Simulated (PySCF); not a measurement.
C₂H₇O₂, SMILES OCC[OH2+], charge +1. Coordinates come from a B3LYP-D3(BJ)/def2-SVP optimisation. The isomer is the one that the SMILES or the coordinates give; other isomers of the formula were not compared. Other conformers were not sampled.

Computed equilibrium geometry at B3LYP-D3(BJ)/def2-SVP (PySCF confirms it by a frequency run) as Cartesian coordinates in Å (one conformer of several):
```xyz
11

O      0.9369    -0.3682    -0.8507
C      0.6571     0.8151    -0.0918
C     -0.7891     0.5890     0.3521
O     -0.7989    -0.8751     0.6157
H      1.8857    -0.5155    -0.9891
H      1.3322     0.8981     0.7752
H      0.7312     1.7251    -0.7060
H     -1.0581     1.1057     1.2804
H     -1.5141     0.7924    -0.4478
H     -0.0347    -1.1622    -0.0586
H     -1.6538    -1.3213     0.4642
```
Charge +1, spin multiplicity 1.
